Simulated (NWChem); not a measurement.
Species: CH₃NO₃Si; SMILES O=C=N[SiH](O)O

```xyz
9

Si    -0.0560     0.9494     0.4355
O     -1.4752     1.5260    -0.2029
O      1.2310     1.7968    -0.2021
N      0.2189    -0.7238     0.0434
C      0.1326    -1.9278    -0.0668
O      0.0818    -3.1012    -0.1947
H     -0.2010     1.0813     1.9085
H     -1.4755     1.6603    -1.1672
H      2.0091     1.2521    -0.4121
```
Atoms are numbered in this order, from 1.

Results from NWChem. Pople sets run with spherical d functions. The geometry was optimised at PBE-D3(BJ)/def2-SVP. Atomic charges in e: unrestrained fits to the electrostatic potential beside Mulliken populations; buried atoms are poorly determined by the fit.

**Question.** Estimate the computed values for Hartree-Fock/6-31G*. Quantities: ESP Si1; Mulliken Si1; ESP O2; Mulliken O2; ESP O3; Mulliken O3; ESP N4; Mulliken N4; ESP C5; Mulliken C5; relative RMS misfit of the potential (%).

**Answer.** 
- ESP Si1: 1.33
- Mulliken Si1: 1.39
- ESP O2: -0.80
- Mulliken O2: -0.87
- ESP O3: -0.82
- Mulliken O3: -0.89
- ESP N4: -0.82
- Mulliken N4: -0.76
- ESP C5: 0.87
- Mulliken C5: 0.82
- relative RMS misfit of the potential (%): 17
